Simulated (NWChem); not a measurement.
# CH2F (+1) in NWChem

```xyz
4

C      0.0000     0.0000    -0.5879
F      0.0000     0.0000     0.6355
H     -0.9845     0.0000    -1.0961
H      0.9845     0.0000    -1.0961
```
Charge +1, spin multiplicity 1.

All runs are NWChem calculations. Structure: optimised with PBE0/def2-SVP, a minimum by its harmonic frequencies.

Symmetry labels belong to the abelian group C2v used in the runs, with the axes of the coordinates shown.

B3LYP has NWChem's definition, with VWN1-RPA local correlation. The spin multiplicity of the parent species was assumed, not shown to be that of its ground state. The structure started from a generated list of species.

### Question
List the lowest 3 singlet excitations that TD-B3LYP/def2-SVPD, VWN1-RPA local correlation gives, with oscillator strengths.

### Answer
```
state  symmetry  energy (eV)  wavelength (nm)      f
-----  --------  -----------  ---------------  -----
1            a2         5.30              234  0.000
2            a2        10.28              121  0.000
3            b2        10.40              119  0.016
```
